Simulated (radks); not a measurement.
The numbers below are computed, except where a source is named.
Question: Spherical jellium clusters: N electrons in a uniform positive sphere of charge N and radius rs N^(1/3), rs = 5.01 bohr. Level of theory: non-relativistic Kohn-Sham, PBEsol, spin-polarised, spherical densities (a radial shooting solver with Libxc functionals). Levels are named by radial order and angular momentum (1s, 1p, 1d, 2s, ...), and open shells are averaged over m. Each electron was tried in the lowest free levels, single moves between levels near the top were tried too, and the lowest total energy was kept; such a search can miss a lower state. The series stops at N = 9: beyond it a trial failed or the search could not be trusted, so later rows were left out. Give the order in which the levels fill up to N = 9, the shell closures and the spin along the way.

Answer: Shells are first occupied in the order 1s, 1p, 1d. Open shells at each N (closed shells left out): 1: 1s(up 1, down 0); 2: none; 3: 1p(up 1, down 0); 4: 1p(up 2, down 0); 5: 1p(up 3, down 0); 6: 1p(up 3, down 1); 7: 1p(up 3, down 2); 8: none; 9: 1d(up 1, down 0). All shells are closed at N = 2, 8 (there: 1s2 1p6). Largest 2S: 3, at N = 5.
